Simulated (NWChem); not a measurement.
System meant: InSiH5O2; SMILES [OH][In]([OH])[SiH3]

Here is an NWChem input.

```
start job
memory heap 200 mb stack 900 mb global 1100 mb
geometry units angstroms noautoz
  In     0.001102     0.296155     0.010348
  O     -1.684448     1.382674     0.003068
  H     -1.538204     2.335101    -0.005659
  O      1.684776     1.385519     0.003668
  H      1.537055     2.337740    -0.005831
  Si     0.001237    -2.254498     0.008976
  H      1.271422    -2.767506     0.601054
  H     -0.114032    -2.739489    -1.399393
  H     -1.159259    -2.764246     0.797182
end
basis spherical
  In library def2-svp
  O library def2-svp
  H library def2-svp
  Si library def2-svp
end
dft
  xc b3lyp
  iterations 150
  mulliken
end
task dft energy
```

End of the output:

```
             Grid Information
             ----------------
          Grid used for XC integration:  medium
          Radial quadrature: Mura-Knowles
          Angular quadrature: Lebedev.
          Tag              B.-S. Rad. Rad. Pts. Rad. Cut. Ang. Pts.
          ---              ---------- --------- --------- ---------
          In                  1.55      123          10.0       590
          O                   0.60       49          12.0       434
          H                   0.35       45          13.0       434
          Si                  1.10       88          12.0       590
          Grid pruning is: on
          Number of quadrature shells:   534
          Spatial weights used:  Erf1

          Convergence Information
          -----------------------
          Convergence aids based upon iterative change in
          total energy or number of iterations.
          Levelshifting, if invoked, occurs when the
          HOMO/LUMO gap drops below (HL_TOL):  1.00D-02
          DIIS, if invoked, will attempt to extrapolate
          using up to (NFOCK): 10 stored Fock matrices.

                    Damping( 0%)  Levelshifting(0.5)       DIIS
                  --------------- ------------------- ---------------
          dE  on:    start            ASAP                start
          dE off:    2 iters        150 iters           150 iters

      Screening Tolerance Information
      -------------------------------
          Density screening/tol_rho:  1.00D-10
          AO Gaussian exp screening on grid/accAOfunc:  14
          CD Gaussian exp screening on grid/accCDfunc:  20
          XC Gaussian exp screening on grid/accXCfunc:  20
          Schwarz screening/accCoul:  1.00D-08

      Superposition of Atomic Density Guess
      -------------------------------------

      charge =      49.0 In (Indium)

      symmetry species            s     p     d     f
      number of basis functions =10     7     6
      number of cont. functions = 4     4     2
      number of closed shells   = 5     3     2
      number of open shells     = 0     1     0
      open shell occupation     = 0     1     0
 ------------------------------------------------------------------------
 atomscf:atomd: error in atom scf                   0
 ------------------------------------------------------------------------
 ------------------------------------------------------------------------
  current input line :
    25: task dft energy
 ------------------------------------------------------------------------
 ------------------------------------------------------------------------
 This error has not yet been assigned to a category
 ------------------------------------------------------------------------
 For more information see the NWChem manual at https://nwchemgit.github.io

0:atomscf:atomd: error in atom scf:Received an Error in Communication
```

What is wrong, and how is it mended?

The run crashed. Cause: the def2 basis of a heavy element holds valence functions alone and wants its effective core potential (without it all electrons must fit into that basis). This input runs:
```
start job
memory heap 200 mb stack 900 mb global 1100 mb
geometry units angstroms noautoz
  In     0.001102     0.296155     0.010348
  O     -1.684448     1.382674     0.003068
  H     -1.538204     2.335101    -0.005659
  O      1.684776     1.385519     0.003668
  H      1.537055     2.337740    -0.005831
  Si     0.001237    -2.254498     0.008976
  H      1.271422    -2.767506     0.601054
  H     -0.114032    -2.739489    -1.399393
  H     -1.159259    -2.764246     0.797182
end
basis spherical
  In library def2-svp
  O library def2-svp
  H library def2-svp
  Si library def2-svp
end
ecp
  In library def2-ecp
end
dft
  xc b3lyp
  iterations 150
  mulliken
end
task dft energy
```
It converges to -632.97492 Ha (B3LYP/def2-SVP with def2 effective core potentials on In).
